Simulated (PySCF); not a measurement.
C₃H₆BNO. Atoms are numbered in the order given.

```xyz
12

C      1.1221    -1.8233     0.0000
C      0.2684    -0.7963     0.0000
C     -1.2658    -0.7625     0.0000
N     -1.2331     0.7121     0.0000
B      0.1907     0.7809     0.0000
O      1.0959     1.7940     0.0000
H      2.2045    -1.6546     0.0000
H      0.7846    -2.8677     0.0000
H     -1.7353    -1.2049     0.9003
H     -1.7353    -1.2049    -0.9003
H     -2.0476     1.3133     0.0000
H      0.6914     2.6697     0.0000
```

Coordinates come from a r2SCAN-D4/def2-SVP optimisation. This is a generated structure with no PubChem entry under its InChIKey; it may be hypothetical. Other conformers were not sampled.

Level of theory: PBE/def2-TZVP (PySCF).

Symmetry labels are those of the subgroup Cs that the program uses (full group Cs).

Task: List the valence orbital energies around the gap with their symmetry. (An estimate is asked for; the answer gives what the named calculation found.)

Result: 
```csv
orbital,symmetry,energy (eV)
HOMO−7,A',-10.77
HOMO−6,A',-10.14
HOMO−5,A',-9.08
HOMO−4,A",-8.52
HOMO−3,A',-8.30
HOMO−2,A',-6.94
HOMO−1,A",-6.24
HOMO,A",-5.93
LUMO,A",-1.32
LUMO+1,A',0.01
LUMO+2,A',0.69
LUMO+3,A',1.00
```
